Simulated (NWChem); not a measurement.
All runs are NWChem calculations. System: Cl₂Hg, charge 0, spin multiplicity 1, at a geometry optimised with PBE0/def2-SVP with def2 effective core potentials on Hg. The structure started from a generated list of species. Level: RHF/def2-TZVP with def2 effective core potentials on Hg.

Part of the output:

```
             Northwest Computational Chemistry Package (NWChem) 7.3.0
             --------------------------------------------------------

                                NWChem Input Module
                                -------------------

 Scaling coordinates for geometry "geometry" by  1.889725989
 (inverse scale =  0.529177249)

 Turning off AUTOSYM since
 SYMMETRY directive was detected!

                             Geometry "geometry" -> ""
                             -------------------------

 Output coordinates in angstroms (scale by  1.889725989 to convert to a.u.)

  No.       Tag          Charge          X              Y              Z
 ---- ---------------- ---------- -------------- -------------- --------------
    1 Hg                  80.0000     0.00000000     0.00000000     0.00000000
    2 Cl                  17.0000     0.00000000     0.00000000     2.28228400
    3 Cl                  17.0000     0.00000000     0.00000000    -2.28228400

 Effective nuclear repulsion energy (a.u.)     664.1716060576

            Nuclear Dipole moment (a.u.)
            ----------------------------
        X                 Y               Z
 ---------------- ---------------- ----------------
     0.0000000000     0.0000000000     0.0000000000

      Symmetry information
      --------------------

 Group name             D2h
 Group number             26
 Group order               8
 No. of unique centers     2

      Symmetry unique atoms

     1    2


 Summary of "ao basis" -> "" (spherical)
 ------------------------------------------------------------------------------
       Tag                 Description            Shells   Functions and Types
 ---------------- ------------------------------  ------  ---------------------
 *                         def2-tzvp                  on all atoms

 Summary of "ao basis" -> "ao basis" (spherical)
 ------------------------------------------------------------------------------
       Tag                 Description            Shells   Functions and Types
 ---------------- ------------------------------  ------  ---------------------
 Hg                        def2-tzvp                15       43   6s5p3d1f
 Cl                        def2-tzvp                13       37   5s5p2d1f

                                 NWChem SCF Module
                                 -----------------

  ao basis        = "ao basis"
  functions       =   117
  atoms           =     3
  closed shells   =    27
  open shells     =     0
  charge          =   0.00
  wavefunction    = RHF
  use symmetry    = T
  symmetry adapt  = T

 Summary of "ao basis" -> "ao basis" (spherical)
 ------------------------------------------------------------------------------
       Tag                 Description            Shells   Functions and Types
 ---------------- ------------------------------  ------  ---------------------
 Hg                        def2-tzvp                15       43   6s5p3d1f
 Cl                        def2-tzvp                13       37   5s5p2d1f

      Symmetry analysis of basis
      --------------------------

        ag         28
        au          4
        b1g         6
        b1u        23
        b2g        12
        b2u        16
        b3g        12
        b3u        16

 Forming initial guess at       0.1s

      Superposition of Atomic Density Guess
      -------------------------------------

 Sum of atomic energies:       -1093.09619460

      Non-variational initial energy
      ------------------------------

 Total energy =   -1071.804946
 1-e energy   =   -1921.892846
 2-e energy   =     658.916844
 HOMO         =      -0.409208
 LUMO         =      -0.069962

      Symmetry analysis of molecular orbitals - initial
      -------------------------------------------------

 !! scf_movecs_sym_adapt:   76 vectors were symmetry contaminated

  Symmetry fudging

 !! scf_movecs_sym_adapt:   72 vectors were symmetry contaminated

  Numbering of irreducible representations:

     1 ag          2 au          3 b1g         4 b1u         5 b2g
     6 b2u         7 b3g         8 b3u

  Orbital symmetries:

     1 ag          2 b1u         3 ag          4 b1u         5 ag
[...]
    11 ag         12 b1u        13 b2u        14 b3u        15 ag
    16 b1u        17 ag         18 b3g        19 b2g        20 ag
    21 b1g        22 ag         23 b1u        24 b2u        25 b3u
    26 b3g        27 b2g        28 ag         29 b2u        30 b3u
    31 b1u        32 ag         33 b2u        34 b3u        35 b1u
    36 ag         37 ag

 Starting SCF solution at       1.2s

 ----------------------------------------------
         Quadratically convergent ROHF

 Convergence threshold     :          1.000E-07
 Maximum no. of iterations :          100
 Final Fock-matrix accuracy:          1.000E-09
 ----------------------------------------------

              iter       energy          gnorm     gmax       time
             ----- ------------------- --------- --------- --------
                 1    -1071.5719014231  8.07D-01  2.50D-01      1.2
                 2    -1071.6173121704  2.13D-01  5.21D-02      1.3
                 3    -1071.6209551692  1.59D-02  7.49D-03      1.3
                 4    -1071.6209877843  9.92D-05  2.57D-05      1.4
                 5    -1071.6209877856  3.35D-09  1.06D-09      1.6

       Final RHF  results
       ------------------

         Total SCF energy =  -1071.620987785578
      One-electron energy =  -1921.464888234796
      Two-electron energy =    658.672844699693
 Nuclear repulsion energy =    191.171055749526

        Time for solution =      0.4s

       Symmetry analysis of molecular orbitals - final
       -----------------------------------------------

  Numbering of irreducible representations:

     1 ag          2 au          3 b1g         4 b1u         5 b2g
     6 b2u         7 b3g         8 b3u

  Orbital symmetries:

     1 b1u         2 ag          3 b1u         4 ag          5 ag
     6 b1u         7 b2u         8 b3u         9 b3g        10 b2g
    11 ag         12 b1u        13 b2u        14 b3u        15 ag
    16 b1u        17 b3g        18 b2g        19 ag         20 ag
    21 b1g        22 ag         23 b1u        24 b3u        25 b2u
    26 b2g        27 b3g        28 ag         29 b2u        30 b3u
    31 b1u        32 b2u        33 b3u        34 ag         35 b1u
    36 b1g        37 ag

             Final eigenvalues
             -----------------

              1
    1 -104.8272
    2 -104.8272
    3  -10.5546
    4  -10.5546
    5   -8.0212
    6   -8.0212
    7   -8.0201
    8   -8.0201
    9   -8.0201
   10   -8.0201
   11   -5.1556
   12   -3.1485
   13   -3.1444
   14   -3.1444
   15   -1.0849
   16   -1.0638
   17   -0.7284
   18   -0.7284
   19   -0.7267
   20   -0.7119
   21   -0.7119
   22   -0.5121
   23   -0.4813
   24   -0.4698
   25   -0.4698
   26   -0.4457
   27   -0.4457
   28    0.0377
   29    0.0503
   30    0.0503
   31    0.1168
   32    0.1977
   33    0.1977
   34    0.2145
   35    0.3715
   36    0.4048
   37    0.4048

                       ROHF Final Molecular Orbital Analysis
                       -------------------------------------

 Vector   25  Occ=2.000000D+00  E=-4.698218D-01  Symmetry=b2u
              MO Center=  1.0D-29,  7.2D-15,  4.7D-17, r^2= 6.1D+00
   Bfn.  Coefficient  Atom+Function         Bfn.  Coefficient  Atom+Function
  ----- ------------  ---------------      ----- ------------  ---------------
    59      0.376953  2 Cl py                96      0.376953  3 Cl py
    62      0.255532  2 Cl py                99      0.255532  3 Cl py
    56      0.172673  2 Cl py                93      0.172673  3 Cl py

 Vector   26  Occ=2.000000D+00  E=-4.456640D-01  Symmetry=b2g
              MO Center= -1.4D-18,  9.3D-33, -3.3D-16, r^2= 6.1D+00
   Bfn.  Coefficient  Atom+Function         Bfn.  Coefficient  Atom+Function
  ----- ------------  ---------------      ----- ------------  ---------------
    58      0.377021  2 Cl px                95     -0.377021  3 Cl px
    61      0.266550  2 Cl px                98     -0.266550  3 Cl px
    25      0.198622  1 Hg d  1              55      0.176351  2 Cl px
    92     -0.176351  3 Cl px

 Vector   27  Occ=2.000000D+00  E=-4.456640D-01  Symmetry=b3g
              MO Center= -7.0D-35, -8.7D-21,  1.5D-16, r^2= 6.1D+00
   Bfn.  Coefficient  Atom+Function         Bfn.  Coefficient  Atom+Function
  ----- ------------  ---------------      ----- ------------  ---------------
    59      0.377021  2 Cl py                96     -0.377021  3 Cl py
    62      0.266550  2 Cl py                99     -0.266550  3 Cl py
    23     -0.198622  1 Hg d -1              56      0.176351  2 Cl py
    93     -0.176351  3 Cl py

 Vector   28  Occ=0.000000D+00  E= 3.765072D-02  Symmetry=ag
              MO Center= -8.0D-20, -3.0D-16,  2.4D-16, r^2= 5.6D+00
   Bfn.  Coefficient  Atom+Function         Bfn.  Coefficient  Atom+Function
  ----- ------------  ---------------      ----- ------------  ---------------
     6      1.234311  1 Hg s                 48     -0.446594  2 Cl s
    85     -0.446594  3 Cl s                 63      0.422045  2 Cl pz
   100     -0.422045  3 Cl pz                 3     -0.300375  1 Hg s
    24      0.259228  1 Hg d  0               5      0.228762  1 Hg s
    60      0.215549  2 Cl pz                97     -0.215549  3 Cl pz

 Vector   29  Occ=0.000000D+00  E= 5.033261D-02  Symmetry=b2u
              MO Center=  7.1D-29,  4.4D-14,  1.9D-17, r^2= 8.8D+00
   Bfn.  Coefficient  Atom+Function         Bfn.  Coefficient  Atom+Function
  ----- ------------  ---------------      ----- ------------  ---------------
    20      0.958820  1 Hg py                62     -0.221577  2 Cl py
    99     -0.221577  3 Cl py                17      0.194231  1 Hg py

 Vector   30  Occ=0.000000D+00  E= 5.033261D-02  Symmetry=b3u
              MO Center= -1.6D-14, -2.6D-29,  5.6D-17, r^2= 8.8D+00
   Bfn.  Coefficient  Atom+Function         Bfn.  Coefficient  Atom+Function
  ----- ------------  ---------------      ----- ------------  ---------------
    19      0.958820  1 Hg px                61     -0.221577  2 Cl px
    98     -0.221577  3 Cl px                16      0.194231  1 Hg px

 center of mass
 --------------
 x =   0.00000000 y =   0.00000000 z =   0.00000000

 moments of inertia (a.u.)
 ------------------
        1300.913404499137           0.000000000000           0.000000000000
           0.000000000000        1300.913404499137           0.000000000000
           0.000000000000           0.000000000000           0.000000000000

  Mulliken analysis of the total density
  --------------------------------------

    Atom       Charge   Shell Charges
 -----------   ------   -------------------------------------------------------
    1 Hg  20    19.02   0.03 -0.50  1.60  0.87  0.64  0.15  2.40  2.96  0.72  0.21  0.04  6.64  2.81  0.44  0.01
    2 Cl  17    17.49   2.01  0.45  1.52  1.08  0.91  4.18  1.69  1.05  2.87  1.69  0.01  0.03  0.00
    3 Cl  17    17.49   2.01  0.45  1.52  1.08  0.91  4.18  1.69  1.05  2.87  1.69  0.01  0.03  0.00

       Multipole analysis of the density wrt the origin
       ------------------------------------------------

     L   x y z        total         open         nuclear
     -   - - -        -----         ----         -------
     0   0 0 0      0.000000      0.000000     54.000000

     1   1 0 0      0.000000      0.000000      0.000000
     1   0 1 0     -0.000000      0.000000      0.000000
     1   0 0 1     -0.000000      0.000000      0.000000

     2   2 0 0    -35.348732      0.000000      0.000000
     2   1 1 0      0.000000      0.000000      0.000000
     2   1 0 1     -0.000000      0.000000      0.000000
     2   0 2 0    -35.348732      0.000000      0.000000
     2   0 1 1      0.000000      0.000000      0.000000
     2   0 0 2    -46.093510      0.000000    632.435092

 Task  times  cpu:        1.6s     wall:        1.6s

 Total times  cpu:        1.6s     wall:        1.6s
```

### Question
Write an NWChem input that would produce this output.

### Answer
This is not unique; one that fits is 
```
start mol
memory heap 200 mb stack 900 mb global 1100 mb
geometry units angstroms nocenter noautoz
  Hg     0.000000     0.000000     0.000000
  Cl     0.000000     0.000000     2.282284
  Cl     0.000000     0.000000    -2.282284
  symmetry group D2h
end
basis spherical
  * library def2-tzvp
end
ecp
  Hg library def2-ecp
end
scf
  rhf
  nopen 0
  maxiter 100
  thresh 1e-7
  semidirect memsize 60000000 filesize 0
end
task scf energy
```
